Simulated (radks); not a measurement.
All-electron atom: Pt4+ in [Xe] 4f14 5d4 5f2 (not the ground configuration). Method: scalar-relativistic Kohn-Sham, LDA (Slater exchange, Perdew-Wang correlation), spin-polarised, spherical densities, finite nucleus; open shells are filled with parallel spins first (spin-orbit coupling, left out, can overturn this in heavy ions); Fermi nuclear charge, rms radius 5.427 fm; computed with a radial shooting solver on a logarithmic mesh with Libxc functionals.

Local quantities along the radius. ELF = 1/(1 + alpha^2) is the electron localisation function; alpha = (tau - tau_W)/tau_unif compares the Pauli kinetic energy density with that of the uniform gas (summed over spins); 4 pi r^2 rho is in e/bohr; s = |grad rho|/(2 (3 pi^2)^(1/3) rho^(4/3)) is the reduced gradient; r v_xc is r times the local exchange-correlation potential of spin up (hartree bohr). tau is taken from the large components.

| r (bohr) | ELF | alpha | 4 pi r^2 rho | s | r v_xc |
|---|---|---|---|---|---|
| 0.001373 | 0.999 | 0.02508 | 15.50 | 0.7725 | -0.1177 |
| 0.001598 | 0.999 | 0.02654 | 19.21 | 0.7270 | -0.1330 |
| 0.00186 | 0.999 | 0.02839 | 23.67 | 0.6892 | -0.1500 |
| 0.002183 | 0.999 | 0.03090 | 29.27 | 0.6570 | -0.1698 |
| 0.002541 | 0.999 | 0.03397 | 35.52 | 0.6331 | -0.1905 |
| 0.002958 | 0.999 | 0.03796 | 42.71 | 0.6152 | -0.2132 |
| 0.003444 | 0.998 | 0.04318 | 50.80 | 0.6032 | -0.2376 |
| 0.004009 | 0.997 | 0.05014 | 59.67 | 0.5968 | -0.2638 |
| 0.004668 | 0.996 | 0.05957 | 69.09 | 0.5961 | -0.2914 |
| 0.005434 | 0.995 | 0.07265 | 78.68 | 0.6010 | -0.3202 |
| 0.006326 | 0.992 | 0.09122 | 87.91 | 0.6116 | -0.3496 |
| 0.007364 | 0.986 | 0.1183 | 96.12 | 0.6279 | -0.3789 |
| 0.008573 | 0.975 | 0.1588 | 102.6 | 0.6495 | -0.4075 |
| 0.009981 | 0.953 | 0.2209 | 106.6 | 0.6754 | -0.4344 |
| 0.01162 | 0.908 | 0.3178 | 107.9 | 0.7024 | -0.4588 |
| 0.01353 | 0.820 | 0.4686 | 106.3 | 0.7240 | -0.4805 |
| 0.01575 | 0.675 | 0.6936 | 102.6 | 0.7279 | -0.4998 |
| 0.01833 | 0.505 | 0.9901 | 98.37 | 0.6961 | -0.5188 |
| 0.02134 | 0.378 | 1.284 | 95.75 | 0.6133 | -0.5412 |
| 0.02504 | 0.333 | 1.417 | 97.20 | 0.4815 | -0.5740 |
| 0.02916 | 0.378 | 1.283 | 104.1 | 0.3605 | -0.6182 |
| 0.03394 | 0.495 | 1.009 | 116.0 | 0.2912 | -0.6745 |
| 0.03951 | 0.631 | 0.7649 | 130.1 | 0.2844 | -0.7376 |
| 0.046 | 0.721 | 0.6228 | 141.7 | 0.3231 | -0.7987 |
| 0.05355 | 0.740 | 0.5924 | 145.7 | 0.3856 | -0.8488 |
| 0.06234 | 0.680 | 0.6862 | 140.1 | 0.4499 | -0.8824 |
| 0.07258 | 0.535 | 0.9313 | 127.8 | 0.4817 | -0.9014 |
| 0.08449 | 0.386 | 1.261 | 116.2 | 0.4333 | -0.9202 |
| 0.09836 | 0.351 | 1.358 | 113.2 | 0.3088 | -0.9612 |
| 0.1145 | 0.459 | 1.085 | 121.0 | 0.2168 | -1.034 |
| 0.1333 | 0.624 | 0.7755 | 132.0 | 0.2278 | -1.121 |
| 0.1552 | 0.714 | 0.6323 | 133.9 | 0.3130 | -1.186 |
| 0.1807 | 0.680 | 0.6860 | 119.8 | 0.4271 | -1.204 |
| 0.2103 | 0.492 | 1.017 | 95.69 | 0.5058 | -1.179 |
| 0.2448 | 0.296 | 1.540 | 76.79 | 0.4239 | -1.157 |
| 0.2873 | 0.330 | 1.424 | 73.83 | 0.2105 | -1.210 |
| 0.3345 | 0.547 | 0.9102 | 82.11 | 0.1610 | -1.321 |
| 0.3894 | 0.695 | 0.6630 | 86.61 | 0.2459 | -1.417 |
| 0.4533 | 0.706 | 0.6455 | 78.11 | 0.3718 | -1.444 |
| 0.5278 | 0.607 | 0.8052 | 59.78 | 0.5000 | -1.394 |
| 0.6144 | 0.436 | 1.138 | 41.24 | 0.5810 | -1.305 |
| 0.7153 | 0.335 | 1.410 | 28.89 | 0.5502 | -1.237 |
| 0.8327 | 0.397 | 1.233 | 22.53 | 0.4699 | -1.226 |
| 0.9694 | 0.558 | 0.8902 | 18.60 | 0.4779 | -1.244 |
| 1.128 | 0.648 | 0.7366 | 14.56 | 0.5848 | -1.244 |
| 1.314 | 0.612 | 0.7969 | 10.17 | 0.7530 | -1.201 |
| 1.529 | 0.464 | 1.074 | 6.342 | 0.9548 | -1.119 |
| 1.78 | 0.272 | 1.635 | 3.668 | 1.147 | -1.016 |
| 2.073 | 0.137 | 2.508 | 2.114 | 1.254 | -0.9167 |
| 2.413 | 0.077 | 3.457 | 1.302 | 1.262 | -0.8385 |
| 2.809 | 0.053 | 4.208 | 0.8559 | 1.320 | -0.7784 |
| 3.297 | 0.038 | 5.043 | 0.5378 | 1.625 | -0.7129 |
| 3.838 | 0.023 | 6.535 | 0.3036 | 2.276 | -0.6294 |
| 4.468 | 0.010 | 9.832 | 0.1390 | 3.509 | -0.5209 |
| 5.201 | 0.003 | 17.83 | 0.04859 | 5.896 | -0.3966 |
| 6.055 | 0.001 | 40.20 | 0.01230 | 10.90 | -0.2735 |
| 7.049 | 0.000 | 116.4 | 0.002144 | 22.56 | -0.1678 |
| 8.206 | 0.000 | 449.1 | 0.0002430 | 53.36 | -0.08979 |

On this mesh the ELF has minima near r = 0.025, 0.098, 0.24, 0.72 bohr, which separate the shells, and maxima near 0.054 (0.74), 0.16 (0.71), 0.45 (0.71), 1.1 (0.65).
